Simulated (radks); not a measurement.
Results of a calculation; reference values are marked as such.
Task: Tm3+, 66 electrons, occupied as [Kr] 4d10 4f14 5s2 5p4 (not the ground configuration). Level of theory: Dirac Kohn-Sham, PBE, spin-unpolarised, spherical densities, finite nucleus; open shells fill j = l - 1/2 first; Fermi nuclear charge, rms radius 5.2256 fm (a radial shooting solver on a logarithmic mesh with Libxc functionals). Some entries of the table are withheld. Estimate them.

orbital  occ.  eigenvalue (eV)  r(max) (bohr)  <r> (bohr)
1s1/2       2        -59229.73            (1)         (2)
2s1/2       2        -10008.43        0.07207     0.08430
2p1/2       2        -9542.180        0.05403     0.07007
2p3/2       4        -8561.877        0.06035     0.07746
3s1/2       2        -2267.513         0.2035      0.2205
3p1/2       2        -2062.047         0.1911      0.2102
3p3/2       4        -1854.998         0.2043      0.2241
3d3/2       4        -1504.102         0.1611         (3)
3d5/2       6        -1458.835         0.1647         (4)
4s1/2       2        -466.3011         0.4650      0.4984
4p1/2       2        -383.6750         0.4668      0.5070
4p3/2       4        -337.1691         0.4949      0.5393
4d3/2       4              (5)         0.4970      0.5674
4d5/2       6              (6)         0.5061      0.5789
5s1/2       2         -80.8711          1.096       1.227
5p1/2       2         -58.4327          1.194       1.372
5p3/2       2         -52.5422          1.280       1.472
4f5/2       6         -29.3923         0.4973      0.8012
4f7/2       8         -28.2347         0.5031      0.8199

Result: 
(1) 1s1/2 r(max) (bohr): 0.01261
(2) 1s1/2 <r> (bohr): 0.02001
(3) 3d3/2 <r> (bohr): 0.1972
(4) 3d5/2 <r> (bohr): 0.2015
(5) 4d3/2 eigenvalue (eV): -201.2349
(6) 4d5/2 eigenvalue (eV): -192.8092
